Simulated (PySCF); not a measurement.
Gas-phase equilibrium of 1 mol HF, 80 mol H₂O at 800 K and 0.00133 bar, among 15 species (O₂, F₂, O, F, HO₂, HOF, H₂O, H, FO, H₂O₂, O₃, HF, H₂, F₂O, OH). Only gases are allowed; each row takes one source of thermochemistry for all species, and Cantera finds the minimum.

Energies from PySCF, thermal terms from the rigid-rotor harmonic-oscillator model, ideal gas at 1 bar. 'Table' is the NASA 1993 thermochemical table (part measured, part estimated). † marks an energy on the PBE0/def2-TZVP geometry and frequencies; other levels use their own. MP2 freezes the core. Open shells (unrestricted) among the columns below: O (multiplicity 3, electronic degeneracy 9), OH (multiplicity 2, electronic degeneracy 4); the rest are closed-shell singlets. Spin-orbit splitting is ignored; it lowers the true energy and changes the entropy of O, OH. B3LYP is the form with VWN-RPA correlation. MP2 isn't extrapolated to the basis-set limit. The harmonic model lacks anharmonicity and excited electronic states, which grow with temperature; levels with a mode under 35 cm⁻¹ are left out. The table's entry may be an old estimate for OH (not checked at source).

Molecules larger than those listed are left out. Also missing: (HF)n, which can matter at low temperature or high pressure. Table species left out: FO2, H2F2, H3F3, H4F4.

With table thermochemistry: H₂O 0.99, HF 0.012, OH 2.0e-10, H₂ 1.6e-8, O <1e-12.

Problem. How far does the composition move with the other sources (B3LYP/def2-TZVP†, HF/def2-TZVP†, MP2/def2-TZVPP†, PBE0/def2-TZVP, ωB97M-V/def2-TZVP†, ωB97X-V/def2-TZVP†)?

Solution. 
```csv
thermochemistry,x H₂O,x HF,x OH,x H₂,x O
table,0.99,0.012,2.0e-10,1.6e-8,<1e-12
B3LYP/def2-TZVP†,0.99,0.012,1.4e-9,3.5e-7,<1e-12
HF/def2-TZVP†,0.99,0.012,8.3e-5,6.6e-5,2.4e-5
MP2/def2-TZVPP†,0.99,0.012,3.5e-11,1.1e-8,<1e-12
PBE0/def2-TZVP,0.99,0.012,7.1e-10,1.7e-7,<1e-12
ωB97M-V/def2-TZVP†,0.99,0.012,5.3e-10,9.4e-8,<1e-12
ωB97X-V/def2-TZVP†,0.99,0.012,5.6e-10,2.8e-7,<1e-12
```
The most sensitive of these is O: it spans a factor of 10^7.4 over these rows; at this temperature one factor of ten is RT ln 10 = 15 kJ/mol.
